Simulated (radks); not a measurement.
The numbers below are computed, except where a source is named.
The fluorine ion F4+, 5 electrons, occupied as [He] 2s2 2p1. Code: a radial shooting solver on a logarithmic mesh with Libxc functionals. Model: scalar-relativistic Kohn-Sham, BLYP, spin-polarised, spherical densities, point nucleus; open shells are filled with parallel spins first. Some entries of the table are withheld. Estimate them.

orbital  occ.  eigenvalue (eV)  <r^2> (bohr^2)  <r> (bohr)
1s up       1        -778.5770         0.04174         (1)
1s down     1        -777.2384         0.04158         (2)
2s up       1        -118.1632          0.8218      0.8353
2s down     1        -114.6658          0.8403      0.8441
2p up       1              (3)          0.7212         (4)
2p down     0              (5)          0.7442         (6)

Answer. 
(1) 1s up <r> (bohr): 0.1759
(2) 1s down <r> (bohr): 0.1756
(3) 2p up eigenvalue (eV): -101.0633
(4) 2p up <r> (bohr): 0.7672
(5) 2p down eigenvalue (eV): -97.3300
(6) 2p down <r> (bohr): 0.7782
